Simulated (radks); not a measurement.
The mean radii <r> (bohr) of the occupied orbitals of an atom or ion are listed with their occupations. Calculated with a radial shooting solver on a logarithmic mesh with Libxc functionals: scalar-relativistic Kohn-Sham, AM05, spin-polarised, spherical densities, finite nucleus; Fermi nuclear charge, rms radius of each element as measured or else 0.836 A^(1/3) + 0.57 fm.

| orbital | occ. | <r> |
|---|---|---|
| 1s up | 1 | 0.03042 |
| 1s down | 1 | 0.03042 |
| 2s up | 1 | 0.1318 |
| 2s down | 1 | 0.1318 |
| 2p up | 3 | 0.1149 |
| 2p down | 3 | 0.1149 |
| 3s up | 1 | 0.3588 |
| 3s down | 1 | 0.3587 |
| 3p up | 3 | 0.3574 |
| 3p down | 3 | 0.3573 |
| 3d up | 5 | 0.3347 |
| 3d down | 5 | 0.3347 |
| 4s up | 1 | 0.8714 |
| 4s down | 1 | 0.8710 |
| 4p up | 3 | 0.9433 |
| 4p down | 3 | 0.9433 |
| 4d up | 5 | 1.149 |
| 4d down | 3 | 1.153 |

Name the element and its charge. Open shells, if any, are filled with parallel spins first.

Answer. Z = 48, cadmium, charge +4: Cd4+ in [Kr] 4d8. The 1s radius gives Z: for a bare nucleus <r> = (2 gamma + 1)/(2Z) with gamma = sqrt(1 - (Z/c)^2), 0.02993 bohr for Z = 48, and screening makes it slightly larger (0.03042 here). The occupations add up to 44, and the charge is Z minus that.
